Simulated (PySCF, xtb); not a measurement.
GaFBr₂, SMILES [F][Ga]([Br])[Br].

xtb 6.7.1 with GFN2-xTB at its own geometry gives an orbital gap of 3.55 eV and a dipole moment of 0.48 D.

Geometry: ωB97X-D3(BJ)/def2-SVP. The structure was generated by enumeration; whether it is a known compound was not checked.

Problem. What does PBE/def2-TZVP run with PySCF give? (Estimate from the structure and the level; the computed values follow.)

Solution. gap 4.64 eV (levels -7.69 and -3.06 eV), dipole 1.09 D.
